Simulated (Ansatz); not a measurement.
A nudged elastic band was laid between two geometries of BCl2HO + H2 (7 atoms, charge 0, multiplicity 1).

These are results of RKS PBE-D4/6-31G* (Ansatz 0.2.0), not measurements.

| Quantity | Value |
| --- | --- |
| movable images | 5 |
| climbing image | yes |
| spring | 5.0 eV/Å² |
| optimiser | quadratic models (default) |
| start path | through a guess of the saddle point |
| force threshold | 0.05 eV/Å |
| iteration limit | 60 |
| end points | relaxed |

Image 0:

```xyz
7
Properties=species:S:1:pos:R:3
B -0.050 -0.639 -0.041
O 0.058 -0.486 1.302
H -0.805 -0.264 1.708
Cl 1.400 -1.046 -0.950
Cl -1.606 -0.437 -0.878
H 0.266 2.912 1.278
H 0.402 2.179 1.367
```

Image 6:

```xyz
7
Properties=species:S:1:pos:R:3
B 0.173 0.592 -0.049
O -0.108 0.429 1.615
H 0.267 -0.458 1.842
Cl 1.244 -0.857 -0.404
Cl -1.528 0.509 -0.746
H 0.709 1.656 -0.169
H -1.090 0.346 1.696
```

Task: Which bonds break or form, and what moves?

Result: Bonds broken: H6–H7. Bonds formed: B1–H6, O2–H7. BCl2HO + H2 becomes BCl2H3O.

Task: What energy profile does the band end with?

Result: The run converged. The highest image is number 3 of 0 to 6, 42.6 kcal/mol above the first end and 26.0 kcal/mol above the last; the last end lies 16.6 kcal/mol above the first. Neighbouring images differ by up to 1.6 eV, so the band resolves the path poorly. A vibrational analysis at the climbing image gives one clearly imaginary mode, 1272i cm⁻¹: a first-order saddle point. The orbitals stay closed-shell, which can raise the energy where a bond breaks towards radicals; this wasn't checked here.

```csv
image,path coordinate (Å),energy (kcal/mol),H6–H7 (Å),B1–H6 (Å),O2–H7 (Å)
0,0.00,0.0,0.75,3.80,2.69
1,0.95,0.3,0.75,3.18,2.78
2,1.89,6.2,0.75,2.29,2.15
3,2.84,42.6,1.04,1.36,1.30
4,3.82,18.6,2.17,1.21,0.98
5,4.80,17.1,2.52,1.20,0.99
6,5.77,16.6,2.90,1.20,0.99
```

Task: What is the geometry of the highest image?

Result: 
```xyz
7
Properties=species:S:1:pos:R:3
B 0.075 0.222 0.118
O 0.076 -0.047 1.651
H -0.854 -0.226 1.920
Cl 1.531 -0.427 -0.694
Cl -1.549 -0.040 -0.640
H 0.239 1.566 0.236
H 0.148 1.170 1.194
```

The band took 17 iterations and about 2.4 core-minutes.

Time of the run: 2.4 min on 1 thread of Arm Neoverse V2, on a shared host, peak memory 0.13 GiB.
